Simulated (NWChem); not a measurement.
System: SiHO2 cation; SMILES [Si](=[OH+])=O

NWChem input:

```
start job
memory heap 200 mb stack 900 mb global 1100 mb
charge 1
geometry units angstroms
  O      1.522926     0.128862     0.031554
  Si     0.050618     0.004763    -0.000011
  O     -1.459111    -0.124724    -0.027498
  H     -2.423384    -0.198406    -0.064090
end
basis spherical
  * library def2-svp
end
dft
  xc pbe0
  iterations 150
end
driver
  maxiter 120
end
task dft optimize
task dft freq
```

Excerpt of the output:

```
             Northwest Computational Chemistry Package (NWChem) 7.3.0
             --------------------------------------------------------

 CS  symmetry detected

 AUTOZ failed to generate good internal coordinates.
 Cartesian coordinates will be used in optimizations.

                             Geometry "geometry" -> ""
                             -------------------------

 Output coordinates in angstroms (scale by  1.889725989 to convert to a.u.)

  No.       Tag          Charge          X              Y              Z
 ---- ---------------- ---------- -------------- -------------- --------------
    1 O                    8.0000     0.00093982     1.56768184     0.00000000
    2 Si                  14.0000    -0.00087855     0.08981701     0.00000000
    3 O                    8.0000     0.00262299    -1.42570000     0.00000000
    4 H                    1.0000    -0.01620285    -2.39329290     0.00000000

 Effective nuclear repulsion energy (a.u.)      98.9516313561

      Symmetry information
      --------------------

 Group name             Cs
 Group number              2
 Group order               2
 No. of unique centers     4

                           NWChem Geometry Optimization
                           ----------------------------

 maximum gradient threshold         (gmax) =   0.000450
 rms gradient threshold             (grms) =   0.000300
 maximum cartesian step threshold   (xmax) =   0.001800
 rms cartesian step threshold       (xrms) =   0.001200
 fixed trust radius                (trust) =   0.300000
 source of zmatrix                         =

          -------------------
          Energy Minimization
          -------------------

 Using diagonal initial Hessian

          --------
          Step   0

                                 NWChem DFT Module
                                 -----------------

 Summary of "ao basis" -> "ao basis" (spherical)
 ------------------------------------------------------------------------------
       Tag                 Description            Shells   Functions and Types
 ---------------- ------------------------------  ------  ---------------------
 O                          def2-svp                 6       14   3s2p1d
 Si                         def2-svp                 8       18   4s3p1d
 H                          def2-svp                 3        5   2s1p

      Symmetry analysis of basis
      --------------------------

        a'         37
        a"         14

[...]

      ----------------------
      Optimization converged
      ----------------------

  Step       Energy      Delta E   Gmax     Grms     Xrms     Xmax
  ---- ---------------- -------- -------- -------- -------- --------
@    3    -439.71164167 -6.8D-08  0.00013  0.00005  0.00012  0.00029
                                     ok       ok       ok       ok

                         Geometry "geometry" -> "geometry"
                         ---------------------------------

 Output coordinates in angstroms (scale by  1.889725989 to convert to a.u.)

  No.       Tag          Charge          X              Y              Z
 ---- ---------------- ---------- -------------- -------------- --------------
    1 O                    8.0000     0.00088063     1.59071822     0.00000000
    2 Si                  14.0000    -0.00059399     0.08787698     0.00000000
    3 O                    8.0000     0.00231785    -1.43573807     0.00000000
    4 H                    1.0000    -0.01612308    -2.40435117     0.00000000

 Effective nuclear repulsion energy (a.u.)      97.9290635308

      Symmetry information
      --------------------

 Group name             Cs
 Group number              2
 Group order               2
 No. of unique centers     4

[...]

 Rotational Constants
 --------------------
 A= ********** cm-1  (********** K)
 B=   0.212360 cm-1  (  0.305533 K)
 C=   0.212360 cm-1  (  0.305531 K)

 Temperature                      =   298.15K
 frequency scaling parameter      =   1.0000

 Zero-Point correction to Energy  =    9.978 kcal/mol  (  0.015900 au)
 Thermal correction to Energy     =   12.822 kcal/mol  (  0.020434 au)
 Thermal correction to Enthalpy   =   13.415 kcal/mol  (  0.021378 au)

 Total Entropy                    =   57.496 cal/mol-K
   - Translational                =   38.226 cal/mol-K (mol. weight =  60.9746)
   - Rotational                   =   12.417 cal/mol-K (symmetry #  =        1)
   - Vibrational                  =    6.852 cal/mol-K

 Cv (constant volume heat capacity) =   11.814 cal/mol-K
   - Translational                  =    2.979 cal/mol-K
   - Rotational                     =    2.979 cal/mol-K
   - Vibrational                    =    5.855 cal/mol-K

[normal modes left out]

 ----------------------------------------------------------------------------
 Normal Eigenvalue ||           Projected Infra Red Intensities
  Mode   [cm**-1]  || [atomic units] [(debye/angs)**2] [(KM/mol)] [arbitrary]
 ------ ---------- || -------------- ----------------- ---------- -----------
    1       -0.000 ||    0.016398           0.378        15.986       1.141
    2       -0.000 ||    0.007909           0.182         7.710       0.550
    3       -0.000 ||    0.030922           0.713        30.145       2.152
    4        0.000 ||    0.177651           4.099       173.183      12.363
    5        0.000 ||    0.115633           2.668       112.725       8.047
    6        0.000 ||    0.000683           0.016         0.666       0.048
    7       94.356 ||    0.271024           6.253       264.207      18.860
    8      270.080 ||    0.010344           0.239        10.084       0.720
    9      271.398 ||    0.011725           0.271        11.430       0.816
   10     1002.553 ||    0.012943           0.299        12.617       0.901
   11     1495.722 ||    0.105252           2.428       102.605       7.324
   12     3848.609 ||    0.963908          22.238       939.666      67.078
 ----------------------------------------------------------------------------
```

Level: PBE0/def2-SVP.
